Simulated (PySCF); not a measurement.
# Radial density of Pb (lead, neutral)

LC-wPBE, [Xe] 4f14 5d10 6s2 6p1 7s1, 7s spin antiparallel (an excited configuration). Calculation: PySCF 2.14, in aug-cc-pVTZ-PP with one added diffuse shell each of d, f type with ECP60MDF (6s5p5d3f, 67 functions); scalar relativity through the core potential. This is the valence pseudo-density: the core potential removes the inner electrons and smooths the orbitals near the nucleus.

| r (bohr) | 4πr²ρ (e/bohr) | 4πr²(ρα − ρβ) |
| --- | --- | --- |
| 0.0194 | 1.749e-05 | 0.0000 |
| 0.0326 | 3.387e-05 | 0.0000 |
| 0.0549 | 5.111e-05 | 0.0000 |
| 0.0924 | 0.0001677 | 0.0000 |
| 0.155 | 0.001687 | 0.0000 |
| 0.261 | 0.03618 | 0.0001 |
| 0.439 | 1.490 | 0.0032 |
| 0.739 | 16.75 | 0.0443 |
| 1.24 | 14.42 | -0.0418 |
| 2.09 | 3.500 | 0.3424 |
| 3.52 | 0.5887 | 0.2586 |
| 5.92 | 0.2451 | -0.1943 |
| 9.95 | 0.04424 | -0.0439 |
| 16.7 | 2.413e-05 | 0.0000 |

Energies and moments cover only the electrons outside the core potential. Spin-orbit coupling, absent here, splits the open shell strongly. The outer electron is Rydberg-like, and this basis confines it to a smaller radius and binds it less than a complete one would. With the s spin flipped the determinant is a mixture of two multiplicities, not a spectroscopic state.
